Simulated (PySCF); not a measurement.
# Electric field gradients and quadrupole coupling constants

C5H9FO.
Geometry (GFN2-xTB, Å), atoms numbered from 1 in this order:
```xyz
16
C5H9FO angstrom
C      2.1421    0.9345    0.5255
O      0.9191    1.1667   -0.1345
C      0.2107   -0.0037   -0.4168
C     -1.1322    0.2266   -1.1296
C     -1.8061   -0.7415   -0.1437
C     -0.5612   -0.6645    0.7459
F     -0.0631   -1.8696    1.1789
H      2.5890    1.9105    0.7004
H      1.9910    0.4250    1.4831
H      2.8134    0.3276   -0.0939
H      0.8487   -0.7405   -0.9246
H     -1.1684   -0.0408   -2.1815
H     -1.4566    1.2556   -1.0016
H     -2.7376   -0.4127    0.3086
H     -1.9329   -1.7415   -0.5522
H     -0.6635   -0.0228    1.6245
```

Field gradients from the B3LYP/pcJ-1 density (PySCF, non-relativistic), principal values in atomic units, ordered |Vxx| ≤ |Vyy| ≤ |Vzz|:

| atom | Vxx | Vyy | Vzz |
| --- | --- | --- | --- |
| O2 | 0.0053 | 1.9524 | -1.9577 |

Q: Find the asymmetry η = (Vxx − Vyy)/Vzz and the couplings χ = eQV/h (234.96 MHz × Q in barn × V in au), with Q(17O) = −0.0256 b.

A: 
```csv
atom,environment,nucleus,η,χzz (MHz),χxx (MHz),χyy (MHz)
O2,ether oxygen,17O,0.99,11.78,-0.03,-11.74
```

At O2 η is above 0.9: Vyy and Vzz are nearly equal in size and opposite in sign, so a small change could swap them and flip the sign of χzz. 

Q: What is Vzz at O2 in SI units (1 au = 9.71736 × 10²¹ V/m²)?

A: -1.9577 au = -19.024 × 10²¹ V/m².

Were the hydrogens deuterons (Q(2H) = 0.00286 b), χzz would run from 183 kHz (H11) to 206 kHz (H12 and H14).

Geometry: GFN2-xTB, one conformer, isolated molecule. GFN2-xTB bond lengths can be off by several hundredths of an ångström, more for odd bonds, and the gradients follow them. With a basis this small, the couplings can be 20 % off.

The run behind these numbers computed spin–spin couplings as well. On an Arm Neoverse V2 with one thread (shared host), this took 63 s wall.
